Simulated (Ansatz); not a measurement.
Wavefunction ladder for C2H9FSi2, SMILES `F[SiH2]CC[SiH3]`

Z-matrix (Å, degrees):
```
Si
C 1 1.863
F 1 1.605 2 108.8
H 1 1.484 2 112.6 3 118.7
H 1 1.485 2 110.5 3 -118.1
C 2 1.534 1 116.0 3 -52.2
H 2 1.098 1 107.0 3 -176.4
H 2 1.097 1 106.8 3 70.9
Si 6 1.881 2 115.9 1 -67.9
H 6 1.095 2 110.3 1 55.2
H 6 1.096 2 109.8 1 171.3
H 9 1.487 6 109.6 2 -171.5
H 9 1.487 6 111.7 2 68.2
H 9 1.489 6 109.9 2 -51.9
```

Total charge 0; spin multiplicity 1. The geometry is a stationary point of PBE0-D4/def2-TZVP. It is one conformer, not always the lowest. Frozen core, restricted reference, the Gaussian-basis code of Ansatz. CBS rows extrapolate triple and quadruple zeta; past MP2 they add the triple-zeta difference.

| basis | HF (Eh) | MP2 corr. |
| --- | --- | --- |
| def2-SVP | -758.01695 | -0.67554 |
| def2-TZVPP | -758.44402 | -0.85544 |
| def2-QZVPP | -758.47105 | -0.92068 |

(1) Estimate the CCSD correlation energy and the (T) correction in each basis where they were run (hartree).

Results:

(1) 
```tsv
basis	CCSD corr.	(T)
def2-SVP	-0.74255	-0.01786
def2-TZVPP	-0.91550	-0.03111
CBS(def2)	-1.02907	as TZ
```
